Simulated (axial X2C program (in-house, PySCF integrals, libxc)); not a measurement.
Low determinants of TiB⁺ at the PBE0 level, two-component

Computed with an in-house all-electron X2C program for linear molecules (integrals from PySCF). Two-component (2c) means X2C with spin–orbit coupling and atomic mean-field two-electron Coulomb and Gaunt terms. Basis: Ti dyall-cv3z [10s10p6d4f2g], B dyall-v3z [7s6p2d1f] (cores contracted in-house); Gaussian nuclei, density fitting, unrestricted open shells. Masses: Ti 47.948 u, B 11.009 u.

Search at 2.078 Å (vertical energies from the lowest determinant):

| ΔE (eV) | state | electrons beyond evenly filled partner blocks | electrons in ±ω = 1/2, 3/2, 5/2, 7/2 |
| --- | --- | --- | --- |
| 0.00 | Ω = 4 | ω = 3/2, ω = 5/2 | 20 5 1 0 |
| 0.46 | Ω = 3 | 2 × ω = -1/2, ω = 3/2, ω = 5/2 | 20 5 1 0 |
| 0.46 | Ω = 2 | ω = 1/2, ω = 3/2 | 21 5 0 0 |
| 0.69 | Ω = 3 | 2 × ω = 3/2 | 20 6 0 0 |
| 0.83 | Ω = 1 | ω = -1/2, ω = 3/2 | 21 5 0 0 |
| 0.86 | Ω = 5 | 2 × ω = 1/2, ω = 3/2, ω = 5/2 | 20 5 1 0 |
| 0.91 | Ω = 1 | 2 × ω = 1/2 | 20 6 0 0 |

Lowest determinant, Ω = 4 (⟨Sz⟩ = 2.00, ⟨Lz⟩ = 2.00 at PBE0): Re = 2.075 Å, ωe = 494.9 cm⁻¹.

The determinant in row 2 of the search, Ω = 3 (⟨Sz⟩ = 1.00, ⟨Lz⟩ = 2.00 at PBE0), was followed along the bond at PBE0; measured from the minimum of the lowest determinant it gives:

Te = 0.458 eV (3698 cm⁻¹), Re = 2.093 Å, ωe = 491.1 cm⁻¹.

Q: Compare the bond of the determinant in row 2 with that of the lowest one.

A: At PBE0 its Re is 0.018 Å longer and its force constant, which goes as ωe², is 0.98 times that of the lowest determinant. This determinant mixes spin states, so it has no term energy of its own.

The search compares states at one distance, so a state with another bond length can lie lower; it is not exhaustive and yields mostly the lowest determinant of each block pattern, so other components and higher states of one pattern are missing. These are energies of single determinants, not of spin-adapted states; PBE0 term energies can be off by some tenths of an eV, and the functional has no current term. Open-shell Ω = 0 determinants with evenly filled partner blocks cannot be reached by this program, so the Ω shown need not be the lowest component. The lowest determinant need not be the ground state where others lie within half an eV.
